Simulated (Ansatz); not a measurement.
Input file for Ansatz (an electronic-structure program): R-CCSD(T)/def2-SVP on FHSn (SMILES [F][SnH]). Elements past Kr take the def2 small-core potentials; no spin–orbit coupling. The run froze 10 orbitals, filled d shells among them.

Ansatz 0.2 input:
```yaml
crystal:
  periodic: [false, false, false]
  atoms:
    - {symbol: Sn, position_ang: [-0.09054899, -0.17442188, 0.21850717]}
    - {symbol: H, position_ang: [-1.03502408, -1.08734140, -1.00239965]}
    - {symbol: F, position_ang: [0.61805262, 1.08982616, -1.10255096]}
basis:
  gaussian:
    orbitals: def2-SVP
magnetization: {spin_polarized: false}
correlation: {method: ccsd_t, electrons: outside_noble_gas}
accuracy: high
relax: {f_tol: 0.0005, max_steps: 60}
scf: {lower_state_search: off}
output: {forces: true}
```

The log:

```
WARN ansatz: RAYON_NUM_THREADS=1 ignored (pool sized by the plan → 1); use --threads N
Functional definition: HF
these checks for a lower state are left out or cut short: starts, cluster_reference, orbital_swaps, neighbouring_geometries, increment
integrals: 0.03 GiB planned
1018 factors; integrals over basis functions are off by at most 1.8e-9 eV
mean field: 0.10 GiB planned
mean field evaluation 1: about -8523.2924 eV, gradient 3.0e1 eV
mean field evaluation 2: about -8523.2975 eV, gradient 3.0e1 eV
mean field evaluation 4: about -8525.1612 eV, gradient 1.4e0 eV
mean field evaluation 8: about -8525.1740 eV, gradient 1.9e-4 eV
mean field -8525.17396687 eV, -313.2943647118 hartree, gradient 3.7e-8 eV, S^2 0.000000; 0 other end points of the search recorded, 0 dependent functions left out
10 core orbitals not correlated, not the lowest: weight in the atoms' cores, before any rotation towards them, 0.868 or more for the frozen orbitals, at most 0.144 for the correlated occupied ones
reference -8525.17396687 eV, -313.2943647118 hartree; 6, 6 occupied and 29, 29 virtual orbitals, 1018 factors
densities: 0.12 GiB planned
second order -7.02164021 eV of doubles, -0.00000000 eV of singles
coupled cluster: 0.09 GiB planned
cycle   1  -7.16198772 eV  change   -1.4e-1 eV  update   9.4e-2
cycle   2  -7.39514205 eV  change   -2.3e-1 eV  update   3.5e-2
cycle   3  -7.48982656 eV  change   -9.5e-2 eV  update   2.2e-2
cycle   4  -7.48661252 eV  change    3.2e-3 eV  update   5.5e-3
cycle   5  -7.48333362 eV  change    3.3e-3 eV  update   2.8e-3
cycle   6  -7.48420013 eV  change   -8.7e-4 eV  update   9.1e-4
cycle   7  -7.48415294 eV  change    4.7e-5 eV  update   3.9e-4
cycle   8  -7.48397863 eV  change    1.7e-4 eV  update   1.4e-4
cycle   9  -7.48402526 eV  change   -4.7e-5 eV  update   4.9e-5
cycle  10  -7.48404575 eV  change   -2.0e-5 eV  update   1.5e-5
cycle  11  -7.48404255 eV  change    3.2e-6 eV  update   5.6e-6
cycle  12  -7.48404396 eV  change   -1.4e-6 eV  update   1.9e-6
cycle  13  -7.48404363 eV  change    3.3e-7 eV  update   6.1e-7
cycle  14  -7.48404364 eV  change   -1.3e-8 eV  update   2.3e-7
cycle  15  -7.48404381 eV  change   -1.6e-7 eV  update   1.0e-7
cycle  16  -7.48404390 eV  change   -9.5e-8 eV  update   4.2e-8
cycle  17  -7.48404394 eV  change   -3.5e-8 eV  update   2.0e-8
cycle  18  -7.48404354 eV  change    4.0e-7 eV  update   1.0e-7
cycle  19  -7.48404356 eV  change   -2.0e-8 eV  update   4.1e-8
cycle  20  -7.48404354 eV  change    2.7e-8 eV  update   1.4e-8
cycle  21  -7.48404354 eV  change    2.8e-9 eV  update   7.5e-9
cycle  22  -7.48404354 eV  change   -2.6e-9 eV  update   3.2e-9
cycle  23  -7.48404354 eV  change  -3.0e-10 eV  update   1.2e-9
perturbative correction -0.13288149 eV, -0.0048833045 hartree
the calculation of the forces begins
mean field evaluation 16: about -8525.1740 eV, gradient 3.7e-8 eV
relax step   1: F+E_penalty+E_count = -8532.79089189 eV  Δ(F+E_penalty+E_count) = +0.000e0 eV  max|allowed force component| = 7.517e-2 eV/Å  Δτ_max = 0.0000 Å  (51 SCF iters, accepted)
these checks for a lower state are left out or cut short: starts, cluster_reference, orbital_swaps, neighbouring_geometries, increment
integrals: 0.03 GiB planned
1018 factors; integrals over basis functions are off by at most 1.8e-9 eV
mean field: 0.10 GiB planned
mean field -8525.16945587 eV, -313.2941989358 hartree, gradient 2.3e-8 eV, S^2 0.000000; 0 other end points of the search recorded, 0 dependent functions left out
10 core orbitals not correlated, not the lowest: weight in the atoms' cores, before any rotation towards them, 0.870 or more for the frozen orbitals, at most 0.143 for the correlated occupied ones
reference -8525.16945587 eV, -313.2941989358 hartree; 6, 6 occupied and 29, 29 virtual orbitals, 1018 factors
densities: 0.12 GiB planned
second order -7.02530259 eV of doubles, -0.00000000 eV of singles
coupled cluster: 0.09 GiB planned
cycle   1  -7.16380748 eV  change   -1.4e-1 eV  update   9.4e-2
cycle   2  -7.39764465 eV  change   -2.3e-1 eV  update   3.6e-2
cycle   3  -7.49290568 eV  change   -9.5e-2 eV  update   2.3e-2
cycle   4  -7.48968709 eV  change    3.2e-3 eV  update   5.5e-3
cycle   5  -7.48638570 eV  change    3.3e-3 eV  update   2.8e-3
cycle   6  -7.48724340 eV  change   -8.6e-4 eV  update   9.1e-4
cycle   7  -7.48719606 eV  change    4.7e-5 eV  update   3.9e-4
cycle   8  -7.48701888 eV  change    1.8e-4 eV  update   1.4e-4
cycle   9  -7.48706545 eV  change   -4.7e-5 eV  update   4.9e-5
cycle  10  -7.48708639 eV  change   -2.1e-5 eV  update   1.5e-5
cycle  11  -7.48708333 eV  change    3.1e-6 eV  update   5.6e-6
cycle  12  -7.48708485 eV  change   -1.5e-6 eV  update   1.9e-6
cycle  13  -7.48708442 eV  change    4.3e-7 eV  update   6.1e-7
cycle  14  -7.48708441 eV  change    8.1e-9 eV  update   2.2e-7
cycle  15  -7.48708462 eV  change   -2.1e-7 eV  update   1
[...]
d, 0 dependent functions left out
10 core orbitals not correlated, not the lowest: weight in the atoms' cores, before any rotation towards them, 0.869 or more for the frozen orbitals, at most 0.144 for the correlated occupied ones
reference -8525.17254917 eV, -313.2943126124 hartree; 6, 6 occupied and 29, 29 virtual orbitals, 1018 factors
densities: 0.12 GiB planned
second order -7.02360705 eV of doubles, -0.00000000 eV of singles
coupled cluster: 0.09 GiB planned
cycle   1  -7.16301549 eV  change   -1.4e-1 eV  update   9.4e-2
cycle   2  -7.39652537 eV  change   -2.3e-1 eV  update   3.6e-2
cycle   3  -7.49155578 eV  change   -9.5e-2 eV  update   2.3e-2
cycle   4  -7.48836287 eV  change    3.2e-3 eV  update   5.5e-3
cycle   5  -7.48505624 eV  change    3.3e-3 eV  update   2.8e-3
cycle   6  -7.48592108 eV  change   -8.6e-4 eV  update   9.1e-4
cycle   7  -7.48587569 eV  change    4.5e-5 eV  update   3.9e-4
cycle   8  -7.48569894 eV  change    1.8e-4 eV  update   1.4e-4
cycle   9  -7.48574567 eV  change   -4.7e-5 eV  update   4.9e-5
cycle  10  -7.48576651 eV  change   -2.1e-5 eV  update   1.5e-5
cycle  11  -7.48576323 eV  change    3.3e-6 eV  update   5.6e-6
cycle  12  -7.48576488 eV  change   -1.7e-6 eV  update   1.9e-6
cycle  13  -7.48576441 eV  change    4.8e-7 eV  update   6.1e-7
cycle  14  -7.48576453 eV  change   -1.3e-7 eV  update   2.3e-7
cycle  15  -7.48576477 eV  change   -2.3e-7 eV  update   1.0e-7
cycle  16  -7.48576481 eV  change   -4.6e-8 eV  update   4.5e-8
cycle  17  -7.48576483 eV  change   -2.2e-8 eV  update   2.6e-8
cycle  18  -7.48576457 eV  change    2.6e-7 eV  update   9.8e-8
cycle  19  -7.48576452 eV  change    5.3e-8 eV  update   3.6e-8
cycle  20  -7.48576450 eV  change    2.0e-8 eV  update   1.3e-8
cycle  21  -7.48576449 eV  change    4.2e-9 eV  update   6.8e-9
cycle  22  -7.48576449 eV  change   2.8e-10 eV  update   2.7e-9
cycle  23  -7.48576449 eV  change  -4.8e-10 eV  update   1.1e-9
perturbative correction -0.13324272 eV, -0.0048965796 hartree
the calculation of the forces begins
relax step   3: F+E_penalty+E_count = -8532.79155638 eV  Δ(F+E_penalty+E_count) = -6.645e-4 eV  max|allowed force component| = 9.595e-3 eV/Å  Δτ_max = 0.0112 Å  (49 SCF iters, accepted)
these checks for a lower state are left out or cut short: starts, cluster_reference, orbital_swaps, neighbouring_geometries, increment
integrals: 0.03 GiB planned
1018 factors; integrals over basis functions are off by at most 1.8e-9 eV
mean field: 0.10 GiB planned
mean field -8525.17239508 eV, -313.2943069499 hartree, gradient 9.7e-8 eV, S^2 0.000000; 0 other end points of the search recorded, 0 dependent functions left out
10 core orbitals not correlated, not the lowest: weight in the atoms' cores, before any rotation towards them, 0.869 or more for the frozen orbitals, at most 0.144 for the correlated occupied ones
reference -8525.17239508 eV, -313.2943069499 hartree; 6, 6 occupied and 29, 29 virtual orbitals, 1018 factors
densities: 0.12 GiB planned
second order -7.02373545 eV of doubles, -0.00000000 eV of singles
coupled cluster: 0.09 GiB planned
cycle   1  -7.16309897 eV  change   -1.4e-1 eV  update   9.4e-2
cycle   2  -7.39662927 eV  change   -2.3e-1 eV  update   3.6e-2
cycle   3  -7.49168990 eV  change   -9.5e-2 eV  update   2.3e-2
cycle   4  -7.48850343 eV  change    3.2e-3 eV  update   5.6e-3
cycle   5  -7.48519211 eV  change    3.3e-3 eV  update   2.8e-3
cycle   6  -7.48605693 eV  change   -8.6e-4 eV  update   9.1e-4
cycle   7  -7.48601198 eV  change    4.5e-5 eV  update   3.9e-4
cycle   8  -7.48583480 eV  change    1.8e-4 eV  update   1.4e-4
cycle   9  -7.48588189 eV  change   -4.7e-5 eV  update   4.9e-5
cycle  10  -7.48590268 eV  change   -2.1e-5 eV  update   1.5e-5
cycle  11  -7.48589958 eV  change    3.1e-6 eV  update   5.7e-6
cycle  12  -7.48590100 eV  change   -1.4e-6 eV  update   1.9e-6
cycle  13  -7.48590054 eV  change    4.6e-7 eV  update   6.1e-7
cycle  14  -7.48590076 eV  change   -2.2e-7 eV  update   2.3e-7
cycle  15  -7.48590090 eV  change   -1.4e-7 eV  update   1.0e-7
cycle  16  -7.48590089 eV  change    1.5e-9 eV  update   4.8e-8
cycle  17  -7.48590091 eV  change   -1.5e-8 eV  update   2.5e-8
cycle  18  -7.48590094 eV  change   -3.1e-8 eV  update   9.4e-8
cycle  19  -7.48590089 eV  change    4.6e-8 eV  update   3.1e-8
cycle  20  -7.48590089 eV  change    4.0e-9 eV  update   1.0e-8
cycle  21  -7.48590089 eV  change    1.3e-9 eV  update   4.6e-9
cycle  22  -7.48590089 eV  change   6.9e-10 eV  update   1.7e-9
cycle  23  -7.48590089 eV  change   5.0e-10 eV  update  6.8e-10
perturbative correction -0.13326433 eV, -0.0048973738 hartree
the calculation of the forces begins
relax step   4: F+E_penalty+E_count = -8532.79156030 eV  Δ(F+E_penalty+E_count) = -3.922e-6 eV  max|allowed force component| = 2.159e-3 eV/Å  Δτ_max = 0.0003 Å  (33 SCF iters, accepted)
these checks for a lower state are left out or cut short: starts, cluster_reference, orbital_swaps, neighbouring_geometries, increment
integrals: 0.03 GiB planned
1018 factors; integrals over basis functions are off by at most 1.8e-9 eV
mean field: 0.10 GiB planned
mean field -8525.17234086 eV, -313.2943049572 hartree, gradient 4.0e-8 eV, S^2 0.000000; 0 other end points of the search recorded, 0 dependent functions left out
10 core orbitals not correlated, not the lowest: weight in the atoms' cores, before any rotation towards them, 0.869 or more for the frozen orbitals, at most 0.144 for the correlated occupied ones
reference -8525.17234086 eV, -313.2943049572 hartree; 6, 6 occupied and 29, 29 virtual orbitals, 1018 factors
densities: 0.12 GiB planned
second order -7.02377563 eV of doubles, -0.00000000 eV of singles
coupled cluster: 0.09 GiB planned
cycle   1  -7.16312771 eV  change   -1.4e-1 eV  update   9.4e-2
cycle   2  -7.39666588 eV  change   -2.3e-1 eV  update   3.6e-2
cycle   3  -7.49173626 eV  change   -9.5e-2 eV  update   2.3e-2
cycle   4  -7.48855184 eV  change    3.2e-3 eV  update   5.6e-3
cycle   5  -7.48523904 eV  change    3.3e-3 eV  update   2.8e-3
cycle   6  -7.48610416 eV  change   -8.7e-4 eV  update   9.1e-4
cycle   7  -7.48605919 eV  change    4.5e-5 eV  update   3.9e-4
cycle   8  -7.48588193 eV  change    1.8e-4 eV  update   1.4e-4
cycle   9  -7.48592909 eV  change   -4.7e-5 eV  update   4.9e-5
cycle  10  -7.48594988 eV  change   -2.1e-5 eV  update   1.5e-5
cycle  11  -7.48594688 eV  change    3.0e-6 eV  update   5.7e-6
cycle  12  -7.48594818 eV  change   -1.3e-6 eV  update   1.9e-6
cycle  13  -7.48594777 eV  change    4.1e-7 eV  update   6.2e-7
cycle  14  -7.48594788 eV  change   -1.1e-7 eV  update   2.3e-7
cycle  15  -7.48594809 eV  change   -2.1e-7 eV  update   1.0e-7
cycle  16  -7.48594817 eV  change   -8.3e-8 eV  update   4.6e-8
cycle  17  -7.48594817 eV  change    1.0e-9 eV  update   2.4e-8
cycle  18  -7.48594812 eV  change    5.6e-8 eV  update   1.1e-7
cycle  19  -7.48594804 eV  change    7.5e-8 eV  update   4.2e-8
cycle  20  -7.48594803 eV  change    9.9e-9 eV  update   1.5e-8
cycle  21  -7.48594803 eV  change    3.6e-9 eV  update   5.9e-9
cycle  22  -7.48594803 eV  change    1.3e-9 eV  update   2.2e-9
cycle  23  -7.48594803 eV  change   4.1e-11 eV  update  7.4e-10
perturbative correction -0.13327158 eV, -0.0048976403 hartree
the calculation of the forces begins
relax step   5: F+E_penalty+E_count = -8532.79156047 eV  Δ(F+E_penalty+E_count) = -1.663e-7 eV  max|allowed force component| = 2.441e-4 eV/Å  Δτ_max = 0.0001 Å  (33 SCF iters, accepted)
Total energy: -8532.79156047 eV, -313.5743061134 hartree
Atom 0 at    -0.091974    -0.174793     0.212777 Å, force    -0.000085    -0.000048    -0.000244 eV/Å
Atom 1 at    -1.040489    -1.095492    -0.998391 Å, force     0.000125     0.000120     0.000165 eV/Å
Atom 2 at     0.624943     1.098348    -1.100830 Å, force    -0.000040    -0.000072     0.000079 eV/Å
Dipole moment:    -0.154244    -0.315526     0.443305 e Å
Checks for a lower state left out: starts, cluster_reference, orbital_swaps, neighbouring_geometries, increment
```

Self-consistency was reached.

Cost: around 14 core-seconds (rough).
